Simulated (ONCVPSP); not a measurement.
## Pseudopotential generation for Ti (Z = 22): ONCV, PBE, scalar-relativistic.

* Element: Ti
* Generator: ONCVPSP 4.0.1
* Type: optimised norm-conserving Vanderbilt (ONCV)
* Functional: PBE
* Relativity: scalar-relativistic
* Frozen core: [Ar]
* Valence charge: 4
* Reference configuration: 3d2 4s2
* Partial waves: 4s: rc 2.80 bohr, ncon 3, nbas 7, qcut 3 1/bohr, 3 projectors, debl 0.4 Ha; p scattering state at 0.41 Ha: rc 2.95 bohr, ncon 4, nbas 8, qcut 2.5 1/bohr, 3 projectors, debl 0.7 Ha; 3d: rc 2.50 bohr, ncon 4, nbas 9, qcut 6.1 1/bohr, 2 projectors, debl 3.8 Ha
* Local potential: polynomial inside 2.20 bohr (lpopt 5, dvloc0 -1 Ha)
* Core correction: Teter function, fcfact 4.75, rcfact 1.6

In the p channel the program set the typed energies aside and used 0.050, 0.750, 1.450 Ha.

All-electron outer shells of the reference configuration (PBE, scalar-relativistic, ld1.x):

| shell | level (eV) | outermost node (bohr) | outermost maximum (bohr) |
| --- | --- | --- | --- |
| 3p | -38.86 | 0.37 | 0.90 |
| 4s | -4.47 | 1.24 | 2.92 |
| 3d | -4.26 | – | 0.98 |

Question: Does the generator finish with these settings?

Answer: Yes, a potential is produced and its reference levels are reproduced.

Question: Estimate the cutoffs (Ha) at which the residual kinetic energy of the hardest occupied pseudo-wave falls to 1 and 0.1 mHa per electron.

Answer: 15 Ha and 16 Ha.

Question: What does a ghost test show?

Answer: Ghosts flagged at negative energy: s at -83.1 eV, p at -946.7 eV; GHOST(+) flagged for p at 68.6 eV, p at 255.8 eV, p at 487.0 eV. A true bound ghost makes a file unfit for plane-wave use.

Question: Which valence shell sets the plane-wave cutoff?

Answer: 3d: 15 Ha for 1 mHa per electron, against 3 Ha for 4s.

Question: Tests: 3d2 4s1; 3d2 4s0; 3d1 4s0; 3d2 4s1 4p1. Which has the largest error in its energy relative to the reference configuration, and how large is it?

Answer: 3d1 4s0, with -354 meV (all-electron minus pseudo) on +47.87 eV.
